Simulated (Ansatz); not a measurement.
`C[CH2][Ga]([Cl])[Cl]`, charge 0, multiplicity 1.

(1) Give a relaxed structure at PBE0-D4/def2-TZVP (Ansatz). (Estimate.)

Answers

(1) Computed: 
Z-matrix (Å, degrees):
```
C
C 1 1.522
H 1 1.092 2 111.8
H 1 1.092 2 111.8 3 -120.0
H 1 1.093 2 110.8 3 120.0
Ga 2 1.956 1 114.4 3 60.0
H 2 1.094 1 111.7 3 -60.8
H 2 1.094 1 111.7 3 -179.2
Cl 6 2.140 2 123.5 1 -180.0
Cl 6 2.142 2 122.5 1 -0.0
```
Point group Cs.
This is one stationary point; other conformers may exist.
